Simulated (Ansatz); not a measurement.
MoOF4. Total charge 0; singlet. Geometry PBE-D4/def2-SVP.

```xyz
6

Mo   -0.0229    0.0367    0.0022
O    -0.9033    1.4480    0.0856
F    -0.3132   -0.8084    1.6259
F     1.6498    0.4726    0.6708
F     0.7763    0.0660   -1.6698
F    -1.1867   -1.2149   -0.7147
```

In the def2 sets Mo takes a core potential, while STO-3G treats all electrons; there is no spin–orbit coupling.

Problem. Estimate the orbital energies around the gap (eV) in Ansatz with HF/STO-3G, r2SCAN-D4/def2-TZVP, r2SCAN-D4/def2-TZVPD, r2SCANh-D4/def2-TZVP, PBE0-D4/def2-TZVP.

Solution. 
```json
{"orbital": "HOMO−13", "HF/STO-3G": "-15.57", "r2SCAN-D4/def2-TZVP": "-13.73", "r2SCAN-D4/def2-TZVPD": "-13.68", "r2SCANh-D4/def2-TZVP": "-14.55", "PBE0-D4/def2-TZVP": "-15.38"}
{"orbital": "HOMO−12", "HF/STO-3G": "-15.14", "r2SCAN-D4/def2-TZVP": "-13.61", "r2SCAN-D4/def2-TZVPD": "-13.55", "r2SCANh-D4/def2-TZVP": "-14.43", "PBE0-D4/def2-TZVP": "-15.28"}
{"orbital": "HOMO−11", "HF/STO-3G": "-15.14", "r2SCAN-D4/def2-TZVP": "-13.53", "r2SCAN-D4/def2-TZVPD": "-13.47", "r2SCANh-D4/def2-TZVP": "-14.34", "PBE0-D4/def2-TZVP": "-15.15"}
{"orbital": "HOMO−10", "HF/STO-3G": "-14.92", "r2SCAN-D4/def2-TZVP": "-13.53", "r2SCAN-D4/def2-TZVPD": "-13.47", "r2SCANh-D4/def2-TZVP": "-14.34", "PBE0-D4/def2-TZVP": "-15.15"}
{"orbital": "HOMO−9", "HF/STO-3G": "-13.39", "r2SCAN-D4/def2-TZVP": "-12.44", "r2SCAN-D4/def2-TZVPD": "-12.40", "r2SCANh-D4/def2-TZVP": "-13.22", "PBE0-D4/def2-TZVP": "-14.01"}
{"orbital": "HOMO−8", "HF/STO-3G": "-13.19", "r2SCAN-D4/def2-TZVP": "-11.73", "r2SCAN-D4/def2-TZVPD": "-11.68", "r2SCANh-D4/def2-TZVP": "-12.50", "PBE0-D4/def2-TZVP": "-13.28"}
{"orbital": "HOMO−7", "HF/STO-3G": "-13.19", "r2SCAN-D4/def2-TZVP": "-11.73", "r2SCAN-D4/def2-TZVPD": "-11.68", "r2SCANh-D4/def2-TZVP": "-12.50", "PBE0-D4/def2-TZVP": "-13.28"}
{"orbital": "HOMO−6", "HF/STO-3G": "-12.23", "r2SCAN-D4/def2-TZVP": "-11.38", "r2SCAN-D4/def2-TZVPD": "-11.34", "r2SCANh-D4/def2-TZVP": "-12.15", "PBE0-D4/def2-TZVP": "-12.91"}
{"orbital": "HOMO−5", "HF/STO-3G": "-12.11", "r2SCAN-D4/def2-TZVP": "-11.38", "r2SCAN-D4/def2-TZVPD": "-11.34", "r2SCANh-D4/def2-TZVP": "-12.15", "PBE0-D4/def2-TZVP": "-12.91"}
{"orbital": "HOMO−4", "HF/STO-3G": "-11.93", "r2SCAN-D4/def2-TZVP": "-11.25", "r2SCAN-D4/def2-TZVPD": "-11.21", "r2SCANh-D4/def2-TZVP": "-12.03", "PBE0-D4/def2-TZVP": "-12.81"}
{"orbital": "HOMO−3", "HF/STO-3G": "-11.80", "r2SCAN-D4/def2-TZVP": "-11.25", "r2SCAN-D4/def2-TZVPD": "-11.20", "r2SCANh-D4/def2-TZVP": "-12.00", "PBE0-D4/def2-TZVP": "-12.76"}
{"orbital": "HOMO−2", "HF/STO-3G": "-11.80", "r2SCAN-D4/def2-TZVP": "-10.61", "r2SCAN-D4/def2-TZVPD": "-10.56", "r2SCANh-D4/def2-TZVP": "-11.38", "PBE0-D4/def2-TZVP": "-12.15"}
{"orbital": "HOMO−1", "HF/STO-3G": "-10.99", "r2SCAN-D4/def2-TZVP": "-10.56", "r2SCAN-D4/def2-TZVPD": "-10.51", "r2SCANh-D4/def2-TZVP": "-11.26", "PBE0-D4/def2-TZVP": "-11.96"}
{"orbital": "HOMO", "HF/STO-3G": "-10.99", "r2SCAN-D4/def2-TZVP": "-10.56", "r2SCAN-D4/def2-TZVPD": "-10.51", "r2SCANh-D4/def2-TZVP": "-11.26", "PBE0-D4/def2-TZVP": "-11.96"}
{"orbital": "LUMO", "HF/STO-3G": "3.02", "r2SCAN-D4/def2-TZVP": "-5.97", "r2SCAN-D4/def2-TZVPD": "-5.91", "r2SCANh-D4/def2-TZVP": "-5.74", "PBE0-D4/def2-TZVP": "-5.29"}
{"orbital": "LUMO+1", "HF/STO-3G": "4.62", "r2SCAN-D4/def2-TZVP": "-4.44", "r2SCAN-D4/def2-TZVPD": "-4.38", "r2SCANh-D4/def2-TZVP": "-4.22", "PBE0-D4/def2-TZVP": "-3.80"}
{"orbital": "LUMO+2", "HF/STO-3G": "4.62", "r2SCAN-D4/def2-TZVP": "-4.44", "r2SCAN-D4/def2-TZVPD": "-4.38", "r2SCANh-D4/def2-TZVP": "-4.22", "PBE0-D4/def2-TZVP": "-3.80"}
{"orbital": "LUMO+3", "HF/STO-3G": "6.44", "r2SCAN-D4/def2-TZVP": "-2.30", "r2SCAN-D4/def2-TZVPD": "-2.23", "r2SCANh-D4/def2-TZVP": "-2.07", "PBE0-D4/def2-TZVP": "-1.74"}
{"orbital": "LUMO+4", "HF/STO-3G": "9.09", "r2SCAN-D4/def2-TZVP": "-1.80", "r2SCAN-D4/def2-TZVPD": "-1.76", "r2SCANh-D4/def2-TZVP": "-1.53", "PBE0-D4/def2-TZVP": "-1.09"}
{"orbital": "LUMO+5", "HF/STO-3G": "12.30", "r2SCAN-D4/def2-TZVP": "-0.17", "r2SCAN-D4/def2-TZVPD": "-0.25", "r2SCANh-D4/def2-TZVP": "0.01", "PBE0-D4/def2-TZVP": "-0.11"}
```
